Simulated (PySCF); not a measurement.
**CsRb: frontier orbitals**

PBE0 at R = 4.532 Å; Cs def2-SVPD with ECP46, Rb def2-SVPD with ECP28; scalar-relativistic core potentials (PySCF 2.14). State: ¹Σ⁺ (singlet), closed shell. Only the outer orbitals are listed, counted within each symmetry, core potentials removing the inner ones.

```csv
orbital,occ.,ε (eV),on Cs (%),main shells (%)
2σ,2,-29.31,100,100 Cs s
1π,2,-17.35,0,100 Rb p
1π,2,-17.35,0,100 Rb p
3σ,2,-17.34,0,100 Rb p
2π,2,-14.88,100,100 Cs p
2π,2,-14.88,100,100 Cs p
4σ,2,-14.84,100,100 Cs p
5σ,2,-2.71,36,"58 Rb s, 35 Cs s"
6σ,0,-1.19,56,"51 Cs s, 43 Rb s"
3π,0,-0.56,47,"50 Rb p, 44 Cs p"
3π,0,-0.56,47,"50 Rb p, 44 Cs p"
```

Task: Which are the highest filled and the lowest empty level, where do they sit, and how wide is the gap?

Result: Highest filled 5σ at -2.71 eV (in %: 58 Rb s, 35 Cs s); lowest empty 6σ at -1.19 eV (in %: 51 Cs s, 43 Rb s); the gap at PBE0 is 1.52 eV.

```
bond order (Mayer)                               : 0.92
⟨S²⟩                                             : 0.000
charge on Cs (Mulliken, basis-dependent)         : 0.28
charge on Cs (Löwdin, basis-dependent)           : 0.07
dipole moment (positive dipole means Cs(−)Rb(+)) : -1.30 D
polarisability along the bond                    : 910.5 bohr³
polarisability across the bond                   : 498.6 bohr³
```

Closed-shell solutions of metal pairs were not tested for spin polarisation, which can lower them a little. Spin–orbit coupling is left out.
